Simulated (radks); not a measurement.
Species: the tungsten ion W8+. Configuration: [Kr] 4d10 4f14 5s2 5p4.

All-electron calculation, scalar-relativistic Kohn-Sham, SCAN, spin-polarised, spherical densities, finite nucleus; open shells are filled with parallel spins first (spin-orbit coupling, left out, can overturn this in heavy ions); meta-GGA in the generalised Kohn-Sham scheme; Fermi nuclear charge, rms radius 5.3658 fm. Program: a radial shooting solver on a logarithmic mesh with Libxc functionals.

Energy parts (eV):
total: -438787.69
kinetic: 483387.48
electron-nucleus: -1076906.43
Hartree: 163441.45
exchange-correlation: -8710.21

Orbitals (lengths in bohr, moments of r in powers of bohr; <r^-3> diverges for s and p1/2; r(90%) holds 90 % of the orbital's charge):
orbital  occ.  eigenvalue (eV)  <1/r>  r(90%)      <r^2>  <r^-3>
1s up       1        -69682.39  87.05  0.0334  0.0004631       -
1s down     1        -69682.15  87.05  0.0334  0.0004631       -
2s up       1        -12153.33  20.38   0.120   0.007114       -
2s down     1        -12153.19  20.38   0.120   0.007114       -
2p up       3        -10641.07  18.45   0.113   0.005891   19760
2p down     3        -10640.84  18.45   0.113   0.005891   19760
3s up       1        -2901.931  7.553   0.294    0.04611       -
3s down     1        -2901.804  7.553   0.294    0.04611       -
3p up       3        -2451.232  6.967   0.301    0.04693    4414
3p down     3        -2451.056  6.967   0.301    0.04693    4413
3d up       5        -1932.076  6.574   0.283    0.03901   565.4
3d down     5        -1931.854  6.574   0.283    0.03901   565.4
4s up       1        -698.3727  3.201   0.644     0.2277       -
4s down     1        -698.1162  3.199   0.644     0.2279       -
4p up       3        -549.8293  2.912   0.693     0.2591    1022
4p down     3        -549.6135  2.910   0.693     0.2592    1020
4d up       5        -360.8747  2.591   0.765     0.3020   112.6
4d down     5        -360.5416  2.592   0.764     0.3016   112.6
5s up       1        -195.2580  1.297    1.46      1.177       -
5s down     1        -193.2152  1.307    1.45      1.166       -
5p up       3        -155.5103  1.143    1.63      1.470   176.6
5p down     1        -152.9652  1.150    1.63      1.461   180.1
4f up       7        -151.7596  2.113   0.969     0.4296   19.51
4f down     7        -151.0035  2.122   0.961     0.4237   19.67

The highest occupied level is 4f down at -151.00 eV. The density falls to 0.001 e/bohr^3 at r = 2.42 bohr. Summed over all electrons, <r^2> = 20.03 bohr^2, which gives a Langevin (diamagnetic) susceptibility term of -15.9 x 10^-6 cm^3/mol.
